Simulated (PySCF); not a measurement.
Simulation results for BFH

All values are calculated (PySCF 2.14.0). Calculation on a computer-drawn molecule: vertical ionisation energy to the stated ion spin, frozen-core CCSD(T) at the basis limit and cheaper methods, single-reference cases, UHF for radicals, no spin-orbit; all values are single points at the evaluated structure, the first of each entry, which is the reference or a displaced copy of it and isn't optimised; the reference structure only sets the zero of the energies above reference; triples share is (T) over the correlation energy.

Common to all runs: charge 1; multiplicity 1; ion multiplicity 2; diffuse functions no; basis cc-pVnZ; reference is the Hartree-Fock double-zeta minimum; best is HF at quadruple zeta + MP2 correlation extrapolated from triple and quadruple zeta + CCSD(T) minus MP2 at triple zeta; basis step is the size of the change from the same recipe one zeta lower.

(1) BFH

Evaluated structure:
```xyz
3
BFH
B     -1.2652     3.0023    -2.3566
F     -1.9582     2.0297    -2.4146
H      0.0578     4.0702    -2.5293
```

Reference structure:
```xyz
3
BFH
B     -1.2105     2.9413    -2.4325
F     -2.0317     2.0476    -2.4137
H     -0.4154     3.8066    -2.4507
```

The calculation gives: ionisation energy best 22.74 eV; ionisation energy basis step 0.005554 eV; energy above reference best 42.11 kcal/mol; energy above reference basis step 0.2241 kcal/mol; ionisation energy Koopmans at triple zeta 22.38 eV; ionisation energy EOM CCSD at triple zeta 22.81 eV; total energy HF triple zeta -124.3818 hartree; total energy CCSD(T) triple zeta -124.7272 hartree; total energy best -124.7849 hartree; T1 diagnostic at triple zeta 0.01701; D1 diagnostic at triple zeta 0.03545; ion T1 diagnostic at triple zeta 0.02249; ion D1 diagnostic at triple zeta 0.04762; ion spin squared at triple zeta 0.752; triples share at triple zeta 0.03065; basis functions triple zeta 74.

Drawn bonds:
```
atom  other atom  order
   1           2      1
   1           3      1
```

Triple zeta:
```
 method  ionisation energy (eV)  energy above reference (kcal/mol)
     HF                    21.6                              47.07
    PBE                   22.38                              39.22
 r2SCAN                   22.37                              42.09
  B3LYP                   22.64                              42.05
  wB97X                   22.55                              43.22
    MP2                   22.32                              44.78
   CCSD                   22.66                              42.51
CCSD(T)                   22.64                              42.19
```

(2) BFH

Evaluated structure:
```xyz
3
BFH
B     -1.2874     2.9061    -2.5157
F     -2.1781     2.0540    -2.4197
H     -0.4509     3.8030    -2.4670
```

Reference structure:
```xyz
3
BFH
B     -1.2105     2.9413    -2.4325
F     -2.0317     2.0476    -2.4137
H     -0.4154     3.8066    -2.4507
```

Results for BFH: ionisation energy best 25.87 eV; ionisation energy basis step 4.492e-05 eV; energy above reference best 1.629 kcal/mol; energy above reference basis step 0.2073 kcal/mol; ionisation energy Koopmans at triple zeta 26.13 eV; ionisation energy EOM CCSD at triple zeta 26.01 eV; total energy HF triple zeta -124.4529 hartree; total energy CCSD(T) triple zeta -124.7921 hartree; total energy best -124.8494 hartree; T1 diagnostic at triple zeta 0.01718; D1 diagnostic at triple zeta 0.03702; ion T1 diagnostic at triple zeta 0.02945; ion D1 diagnostic at triple zeta 0.07801; ion spin squared at triple zeta 0.7522; triples share at triple zeta 0.03047; basis functions triple zeta 74.

Drawn bonds:
```
atom  other atom  order
   1           2      1
   1           3      1
```

Triple zeta:
```
 method  ionisation energy (eV)  energy above reference (kcal/mol)
     HF                   25.06                              2.459
    PBE                   25.46                             0.8738
 r2SCAN                   25.57                              1.449
  B3LYP                   25.87                              1.554
  wB97X                   25.88                              1.405
    MP2                   25.56                              1.569
   CCSD                   25.83                              1.615
CCSD(T)                   25.77                               1.45
```

(3) BFH

Evaluated structure:
```xyz
3
BFH
B     -1.2030     2.9478    -2.4707
F     -2.0367     2.0324    -2.4284
H     -0.4114     3.8333    -2.4587
```

Reference structure:
```xyz
3
BFH
B     -1.2105     2.9413    -2.4325
F     -2.0317     2.0476    -2.4137
H     -0.4154     3.8066    -2.4507
```

Drawn bonds:
```
atom  other atom  order
   1           2      1
   1           3      1
```

(4) BFH

Evaluated structure:
```xyz
3
BFH
B     -1.1462     2.8281    -2.4374
F     -2.0397     2.1243    -2.3291
H     -0.3510     3.9363    -2.5056
```

Reference structure:
```xyz
3
BFH
B     -1.2105     2.9413    -2.4325
F     -2.0317     2.0476    -2.4137
H     -0.4154     3.8066    -2.4507
```

Drawn bonds:
```
atom  other atom  order
   1           2      1
   1           3      1
```

(5) BFH

Evaluated structure:
```xyz
3
BFH
B     -1.2333     2.9898    -2.4525
F     -2.0424     2.1214    -2.4031
H     -0.2504     3.9508    -2.4830
```

Reference structure:
```xyz
3
BFH
B     -1.2105     2.9413    -2.4325
F     -2.0317     2.0476    -2.4137
H     -0.4154     3.8066    -2.4507
```

Drawn bonds:
```
atom  other atom  order
   1           2      1
   1           3      1
```

Questions
1. Give the missing ion T1 diagnostic at triple zeta for BFH (entry 3).
2. What ion spin squared at triple zeta does the calculation give for BFH (entry 3)?
3. Give the missing ionisation energy basis step for BFH (entry 3).
4. Estimate the total energy CCSD(T) triple zeta of BFH (entry 4).
5. Give the missing total energy best for BFH (entry 4).
6. Estimate the triples share at triple zeta of BFH (entry 4).
7. BFH (entry 4): ionisation energy basis step?
8. Give the table of triple zeta values for BFH (entry 4).
9. Estimate the energy above reference best of BFH (entry 5).

Answers
1. 0.02929
2. 0.7523
3. 0.001393 eV
4. -124.7690 hartree
5. -124.8278 hartree
6. 0.02861
7. 0.002069 eV
8. 
Triple zeta:
```
 method  ionisation energy (eV)  energy above reference (kcal/mol)
     HF                   23.67                              15.12
    PBE                   24.35                              15.13
 r2SCAN                   24.38                              15.42
  B3LYP                   24.66                              15.35
  wB97X                   24.61                              15.54
    MP2                   24.32                              16.73
   CCSD                   24.58                              15.67
CCSD(T)                   24.55                              15.95
```
9. 9.704 kcal/mol

Further results for BFH (entry 3):

```
ionisation energy best                    : 26.2 eV
energy above reference best               : 0.6688 kcal/mol
energy above reference basis step         : 0.2593 kcal/mol
ionisation energy Koopmans at triple zeta : 26.51 eV
ionisation energy EOM CCSD at triple zeta : 26.35 eV
total energy HF triple zeta               : -124.4548 hartree
total energy CCSD(T) triple zeta          : -124.7937 hartree
total energy best                         : -124.8509 hartree
T1 diagnostic at triple zeta              : 0.01721
D1 diagnostic at triple zeta              : 0.03703
ion D1 diagnostic at triple zeta          : 0.07059
triples share at triple zeta              : 0.03044
basis functions triple zeta               : 74
```

Triple zeta:
```
 method  ionisation energy (eV)  energy above reference (kcal/mol)
     HF                   25.41                              1.305
    PBE                   25.76                             0.1548
 r2SCAN                   25.91                             0.5294
  B3LYP                   26.26                              0.595
  wB97X                   26.22                             0.4988
    MP2                    25.9                             0.4705
   CCSD                   26.17                             0.6185
CCSD(T)                    26.1                             0.4657
```

Further results for BFH (entry 4):

```
ionisation energy best                    : 24.65 eV
energy above reference best               : 15.19 kcal/mol
energy above reference basis step         : 0.9746 kcal/mol
ionisation energy Koopmans at triple zeta : 24.63 eV
ionisation energy EOM CCSD at triple zeta : 24.74 eV
total energy HF triple zeta               : -124.4327 hartree
T1 diagnostic at triple zeta              : 0.01469
D1 diagnostic at triple zeta              : 0.03164
ion T1 diagnostic at triple zeta          : 0.0213
ion D1 diagnostic at triple zeta          : 0.05054
ion spin squared at triple zeta           : 0.752
basis functions triple zeta               : 74
```

Further results for BFH (entry 5):

```
ionisation energy best                    : 24.72 eV
ionisation energy basis step              : 0.00179 eV
energy above reference basis step         : 0.4088 kcal/mol
ionisation energy Koopmans at triple zeta : 24.75 eV
ionisation energy EOM CCSD at triple zeta : 24.83 eV
total energy HF triple zeta               : -124.4403 hartree
total energy CCSD(T) triple zeta          : -124.7786 hartree
total energy best                         : -124.8365 hartree
T1 diagnostic at triple zeta              : 0.01577
D1 diagnostic at triple zeta              : 0.0336
ion T1 diagnostic at triple zeta          : 0.02317
ion D1 diagnostic at triple zeta          : 0.04685
ion spin squared at triple zeta           : 0.752
triples share at triple zeta              : 0.0296
basis functions triple zeta               : 74
```

Triple zeta:
```
 method  ionisation energy (eV)  energy above reference (kcal/mol)
     HF                   23.79                              10.39
    PBE                   24.42                              8.808
 r2SCAN                   24.46                              9.613
  B3LYP                   24.74                              9.675
  wB97X                   24.69                              9.694
    MP2                   24.39                              10.61
   CCSD                   24.67                              9.911
CCSD(T)                   24.63                              9.948
```
